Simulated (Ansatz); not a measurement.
# Relative stability

The two ends of one reaction step of SiH₄O₃, closed shell (PBE0-D4/def2-TZVP).

A:

```
8
angstrom
Si 0.3380 0.0598 -0.0213
H 1.7932 -0.1365 -0.1694
O -0.4529 -1.3744 -0.1284
H -0.2604 -1.9373 -0.8792
O -0.0490 1.1308 -1.1875
O -0.0930 0.6728 1.4298
H -0.9137 1.5428 -1.1426
H -0.3624 0.0419 2.0988
```

B:

| atom | x (Å) | y (Å) | z (Å) |
| --- | --- | --- | --- |
| Si1 | -0.6982 | -0.0939 | -0.0568 |
| H2 | 1.8133 | -0.6903 | -0.4510 |
| O3 | -1.2712 | -1.4814 | -0.2161 |
| H4 | 1.3842 | -1.3004 | -0.5510 |
| O5 | -0.5352 | 1.0180 | -1.2110 |
| O6 | -0.2115 | 0.6100 | 1.3207 |
| H7 | -0.1976 | 1.8759 | -0.9416 |
| H8 | -0.2840 | 0.0619 | 2.1068 |

Program: Ansatz 0.2.0. Basis: def2-TZVPP. Cores are frozen in the correlated methods. B3LYP uses VWN-RPA correlation.

(1) Which structure is lower at CCSD(T), and by how much? (To be estimated.)

T1 diagnostic: at most 0.015.

Answers

(1) Computed: A, by 193.0 kJ/mol (electronic energy, against the other). By their contacts, A is SiH₄O₃ ([OH][SiH]([OH])[OH]) and B is a complex of SiH₂O₃ ([O][Si]([OH])[OH]) + H₂.

All methods give the same order:

| method | E(B) − E(A) (kJ/mol) |
| --- | --- |
| SPW92 | 195.0 |
| PBE-D4 | 172.5 |
| BLYP-D4 | 161.1 |
| r2SCAN-D4 | 185.4 |
| B97M-V | 186.9 |
| PBE0-D4 | 197.3 |
| B3LYP-D4 | 183.8 |
| r2SCAN0-D4 | 203.4 |
| BHLYP-D4 | 209.9 |
| CAM-B3LYP-D4 | 196.8 |
| wB97X-V | 197.7 |
| wB97M-V | 192.0 |
| B2PLYP | 185.0 |
| PBE-QIDH | 204.3 |
| RPA on PBE | 185.0 |
| HF | 227.5 |
| MP2 | 185.4 |
| CCSD | 201.3 |
| CCSD(T) | 193.0 |

Labels in which every atom is bracketed show which atoms are joined, not bond orders.

For scale, one of the runs: CCSD(T)/def2-TZVPP, 191 basis functions, launched by `ansatz run in.yaml --threads 2 --pin off --events-out ev --progress --plain --max-ram 4352MiB`. The run took 48 s on 2 CPU threads of an Intel Xeon Platinum 8259CL (shared host), with 2.2 GiB of host memory at its peak.
